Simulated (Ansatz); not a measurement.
Isolated molecules relaxed with PBE0-D4/def2-TZVP in Ansatz; ΔE leaves out vibrations. CCSD(T)/CBS is the MP2 limit (def2-TZVPP, def2-QZVPP) plus CCSD(T) − MP2 in def2-TZVPP, frozen cores. DFT in def2-TZVPP. Each species was taken in one conformer, which may not be the lowest.

`N[Si]1(F)CCO1` → `C=C[Si](N)(O)F`  (isomerisation)

| species | ωB97X-V energy (Eh) |
| --- | --- |
| `N[Si]1(F)CCO1` | -599.27522 |
| `C=C[Si](N)(O)F` | -599.28204 |

Question: Work out ΔE.

Answer: ΔE = (-599.28204) − (-599.27522) = -0.00682 Eh = -17.9 kJ/mol. CCSD(T)/CBS gives -37.5 kJ/mol.

Largest T1 diagnostic among the species: 0.011.

From PBE to PBE0 (25 % exact exchange), in def2-TZVPP and without D4, ΔE moves by +3.4 kJ/mol. In def2-TZVPP, CCSD(T) changes the Hartree–Fock value by +14.9 kJ/mol (the triples alone add +0.1 kJ/mol) and MP2 by +20.0 kJ/mol.
